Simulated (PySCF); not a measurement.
Computed with B3LYP/[W def2-TZVP with ECP60, O def2-TZVP, F def2-TZVP], scalar-relativistic core potentials, density fitting, no spin–orbit coupling, PySCF. Open shells, if any, are unrestricted.

What shape and geometry does isolated singlet WOF4 take (every ligand bound to W)?

Formally W is in oxidation state +6, d0. The polar-tensor charge on W, 3.24, is far below the formal one. The lowest minimum found is a singlet of C4v symmetry with W–F 1.860 Å (×4), W–O 1.682 Å; F–W–F 86.1° (×4), F–W–F 149.8° (×2), F–W–O 105.1° (×4). Its harmonic wavenumbers are 100 (b1), 235 (e), 244 (a1), 298 (e), 332 (b2), 635 (b1), 692 (e), 723 (a1), 1076 (a1) cm⁻¹ and its dipole moment is 0.42 D.

Other isomers or separated fragments may lie lower. No spin–orbit coupling is included, which matters more the heavier the element.
